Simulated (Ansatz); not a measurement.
Two structures of GaSiNH6, singlet, reached by relaxing down either side of one saddle point (PBE0-D4/def2-TZVP). Energies are electronic, without zero-point energy. Computed with Ansatz 0.2.0 (basis: def2-TZVPP and def2-QZVPP); correlated methods freeze the cores. Filled d shells of the heavier atoms are correlated. The def2 sets are not built for correlating such inner shells, so the correlated values are less sure here. Extrapolation: Hartree–Fock as exp(−7.88 √X), correlation as X^−2.97. First:

```
9
angstrom
Ga -0.7105 -0.1311 -0.6287
Si 1.0540 1.2860 0.1782
N -0.9502 -1.7166 0.2248
H -0.3938 -2.0263 1.0035
H -1.6932 0.1474 -1.8171
H 2.0580 1.5506 -0.8908
H 0.5201 2.6051 0.6203
H 1.7705 0.6755 1.3332
H -1.6548 -2.3907 -0.0234
```

Second:

```xyz
9
angstrom
Ga -0.6276 -0.3447 -1.6660
Si 0.6381 0.4174 1.1770
N -0.4616 -0.4328 0.1589
H 0.3454 0.6207 -2.4084
H -1.7312 -1.2480 -2.3032
H 1.4757 1.2785 0.3029
H -0.0620 1.2757 2.1748
H 1.5257 -0.5023 1.9445
H -1.1024 -1.0644 0.6195
```

Problem. Which bonds change from the first to the second?

Solution. GaSiNH₆ ([NH2][GaH][SiH3]) → GaSiNH₆ ([SiH3][NH][GaH2]); bonds formed: Ga1–H4, Si2–N3; bonds broken: Ga1–Si2, N3–H4.

Problem. Give the saddle point's structure and its height above each. (An estimate is asked for; the value comes from the calculation.)

Solution. The calculation gives: 343.6 kJ/mol above the first and 376.3 kJ/mol above the second (CCSD(T) at an estimated basis limit (MP2 extrapolated from triple and quadruple zeta, plus CCSD(T) − MP2 in triple zeta)).
Ga1  (-1.358, -0.251, -0.637)
Si2  (1.078, 0.777, 0.359)
N3  (-0.764, -1.755, 0.029)
H4  (0.283, -0.761, 0.310)
H5  (-2.115, 0.917, -1.309)
H6  (2.350, 0.676, -0.407)
H7  (0.385, 2.010, -0.155)
H8  (1.375, 1.045, 1.792)
H9  (-1.234, -2.659, 0.019)
(Å)

The search had been set up for a 1,2-elimination (forming Si2–H4, breaking Ga1–Si2, N3–H4); from that guess it ended on this step instead.

No T1 diagnostic of these runs exceeds 0.022.

Labels in which every atom is bracketed show which atoms are joined, not bond orders.

For scale, one of the runs: CCSD(T)/def2-TZVPP, 205 basis functions, launched by `ansatz run in.yaml --threads 4 --pin off --events-out ev --progress --plain --max-ram 9574MiB`. Hardware: 4 CPU threads of an Intel Xeon, shared host. Wall time 78 s; peak host memory 2.5 GiB.
